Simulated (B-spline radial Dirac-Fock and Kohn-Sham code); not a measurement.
K-shell ionisation of tin as Sn⁺ in the configuration [Kr] 4d10 5s2 5p1, by electron impact in the relativistic binary-encounter-Bethe (RBEB) model with Dirac-Fock orbital kinetic energies; direct ionisation only. It is a semi-empirical estimate. B and U are the binding and mean kinetic energies of the 1s orbital; B is minus the Dirac-Fock orbital energy, which lies above the true edge.

Input of the calculation (task.json; shells as n, l, electrons):

```json
{"items": [{
  "Z": 50,
  "q": 1,
  "cfg": [[1, 0, 2], [2, 0, 2], [2, 1, 6], [3, 0, 2], [3, 1, 6], [3, 2, 10], [4, 0, 2], [4, 1, 6], [4, 2, 10], [5, 0, 2], [5, 1, 1]],
  "A": 120,
  "rrms": 4.6519,
  "do": "impact",
  "T": [10.0, 15.0, 20.0, 30.0, 40.0, 50.0, 70.0, 100.0, 150.0, 200.0, 300.0, 500.0, 1000.0, 2000.0, 3000.0, 5000.0, 10000.0, 15000.0, 20000.0, 30000.0, 50000.0, 100000.0, 200000.0, 300000.0, 1000000.0],
  "ie": 14.6331
}]}
```

Run with: `python xray2_run.py task.json out`

With B = 29378.0 eV, U = 37003.9 eV and N = 2, the model reads σ = 4πa₀²α⁴N / [(β_t² + β_u² + β_b²)·2b′] × {½[ln(β_t²/(1 − β_t²)) − β_t² − ln 2b′](1 − 1/t²) + 1 − 1/t − (ln t/(t + 1))(1 + 2t′)/(1 + t′/2)² + b′²(t − 1)/(2(1 + t′/2)²)}, where t = T/B, primes denote energies in units of mc², and β_x² = 1 − 1/(1 + x′)².

```tsv
T (eV)	overvoltage T/B	σ_K (b)
50000	1.70	14.24
100000	3.40	27.59
200000	6.81	32.38
300000	10.21	33.53
1e+06	34.04	38.97
```
